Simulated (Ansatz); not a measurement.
```yaml
crystal:
  periodic: [false, false, false]
  atoms:
    - {symbol: C, position_ang: [-0.146940, 0.840008, 1.684957]}
    - {symbol: C, position_ang: [0.059145, 0.594319, 0.383952]}
    - {symbol: C, position_ang: [1.053576, -0.338443, -0.178690]}
    - {symbol: C, position_ang: [0.565145, -1.670614, -0.656530]}
    - {symbol: C, position_ang: [-0.860068, 1.019277, -0.728074]}
    - {symbol: O, position_ang: [-0.890165, 0.819839, -1.811942]}
    - {symbol: O, position_ang: [-2.017726, 1.611734, -0.044518]}
    - {symbol: H, position_ang: [-0.953112, 1.376810, 2.040124]}
    - {symbol: H, position_ang: [0.582189, 0.571990, 2.467049]}
    - {symbol: H, position_ang: [1.542571, 0.218689, -1.036998]}
    - {symbol: H, position_ang: [1.781963, -0.341958, 0.541108]}
    - {symbol: H, position_ang: [-0.128786, -1.696456, -1.230311]}
    - {symbol: H, position_ang: [1.473601, -2.187093, -1.030811]}
    - {symbol: H, position_ang: [0.265101, -2.306203, 0.309319]}
    - {symbol: H, position_ang: [-2.593845, 2.036119, -0.897479]}
basis:
  gaussian: {orbitals: x2c-TZVPPall, point_charges: [{charge: 2.00, position_ang: [5.319, -0.565, -0.660]}]}
magnetization: {spin_polarized: true, initial_magnetization: 0}
hamiltonian: {xc: {name: B3LYP-D3}}
```

```sh
$ ansatz run in.yaml --threads 2 --pin off --events-out ev --progress --plain --max-ram 22528MiB --backend cuda --devices 0, --max-vram 18GiB
```

Output, abridged:

```
Error: YAML parse error: error: line 22 column 19: hamiltonian.xc: no functional is named "B3LYP-D3"; the names, which are not case-sensitive, are SVWN5, SPW92, PBE, PBE0, PBEsol, revPBE, revPBE0, RPBE, rPW86-PBE, HSE06, wPBEh, LC-wPBE, HISS, HF, BLYP, B3LYP, B3LYP5, BHLYP, CAM-B3LYP, r2SCAN, r2SCANh, r2SCAN0, r2SCAN50, m-r2SCAN, B97, wB97, wB97X, wB97X-V, B97M-V, wB97M-V, B2PLYP, B2GP-PLYP, PBE0-DH, PBE-QIDH
20 |   gaussian: {orbitals: x2c-TZVPPall, point_charges: [{charge: 2.00, position_ang: […
21 | magnetization: {spin_polarized: true, initial_magnetization: 0}
22 | hamiltonian: {xc: {name: B3LYP-D3}}
```

(1) Something in this input is off. What?

## Answers

(1) The method's name isn't one that the program takes here. The program refused the input.

HSE06 is defined as in plane-wave codes.
